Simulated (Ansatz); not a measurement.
`F[SiH](Cl)[GeH2][Cl]` and `O[SiH2][SiH](F)Cl` differ in one atom or group.

Ansatz, PBE0-D4/def2-TZVP geometries, multiplicity 1. Each molecule was computed in one conformer, which needn't be the lowest.

Scalar relativity is left out up to krypton.

```csv
property,`F[SiH](Cl)[GeH2][Cl]`
size of the dipole moment (B3LYP/def2-TZVPP) / D,1.55
HOMO energy (PBE/def2-TZVPP) / eV,-7.07
HOMO–LUMO gap (B3LYP/def2-TZVPP) / eV,6.82
LUMO energy (B3LYP/def2-TZVPP) / eV,-1.27
size of the dipole moment (PBE/def2-TZVPP) / D,1.46
HOMO–LUMO gap (PBE/def2-TZVPP) / eV,5.14
```

(1) What does the change do to each property? (Estimate.)

Results:

(1) The calculation gave: 
```json
{"property": "size of the dipole moment (B3LYP/def2-TZVPP) / D", "`O[SiH2][SiH](F)Cl`": "0.71", "shift": "-0.84"}
{"property": "HOMO energy (PBE/def2-TZVPP) / eV", "`O[SiH2][SiH](F)Cl`": "-6.81", "shift": "0.26"}
{"property": "HOMO–LUMO gap (B3LYP/def2-TZVPP) / eV", "`O[SiH2][SiH](F)Cl`": "6.67", "shift": "-0.15"}
{"property": "LUMO energy (B3LYP/def2-TZVPP) / eV", "`O[SiH2][SiH](F)Cl`": "-1.24", "shift": "0.03"}
{"property": "size of the dipole moment (PBE/def2-TZVPP) / D", "`O[SiH2][SiH](F)Cl`": "0.73", "shift": "-0.73"}
{"property": "HOMO–LUMO gap (PBE/def2-TZVPP) / eV", "`O[SiH2][SiH](F)Cl`": "4.91", "shift": "-0.23"}
```

Dipoles are sizes alone; their direction can turn.

Positive LUMOs are unbound, so they and the gaps depend on the basis.

B3LYP here is the variant with VWN-RPA as its local correlation; programs differ in this.
